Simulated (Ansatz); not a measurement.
# CH5GaO (SMILES C[O][GaH2]): the energy to break a bond

CH5GaO: 8 atoms, total charge 0, spin state singlet. As SMILES, `C[O][GaH2]`. The shape was relaxed beforehand at B3LYP/def2-SVP.

```xyz
8

C    -0.6295    0.9860   -0.4283
O    -0.6637   -0.2657    0.2055
Ga    0.7315   -1.3225    0.5882
H    -1.2333    0.9659   -1.3549
H     0.3933    1.3143   -0.7035
H    -1.0630    1.7631    0.2288
H     2.1482   -0.7935    0.1669
H     0.3165   -2.6475    1.2972
```

Wanted: the dissociation energy of the O2–C1 bond into doublet GaH2O and doublet CH3 (shapes relaxed at B3LYP/def2-SVP, no zero-point term). 1 Eh = 2625.50 kJ/mol = 27.2114 eV. Totals in Eh; open shells run unrestricted unless said.

| level | program | CH5GaO | doublet GaH2O | doublet CH3 |
| --- | --- | --- | --- | --- |
| HF/def2-TZVP | Ansatz | -2038.935020 | -1999.270007 | -39.577054 |
| B3LYP/def2-TZVP | Ansatz | -2041.292560 | -2001.294161 | -39.858476 |
| MP2/def2-TZVP, 11 core orbitals frozen | Ansatz | -2039.570432 | -1999.681440 | -39.727212 |

Question: Work out the dissociation energy at each level.

Answer: 
1. HF/def2-TZVP: (-1999.270007) + (-39.577054) − (-2038.935020) = 0.087959 Eh = 230.9 kJ/mol = 2.39 eV.
2. B3LYP/def2-TZVP: (-2001.294161) + (-39.858476) − (-2041.292560) = 0.139923 Eh = 367.4 kJ/mol = 3.81 eV.
3. MP2/def2-TZVP: (-1999.681440) + (-39.727212) − (-2039.570432) = 0.161780 Eh = 424.8 kJ/mol = 4.40 eV.

The levels span 231 to 425 kJ/mol; no measured value is set beside them. Hartree–Fock lacks the correlation of the electrons that are unpaired, so it comes out low. A bond enthalpy at 298 K also holds the loss of zero-point energy and thermal terms.
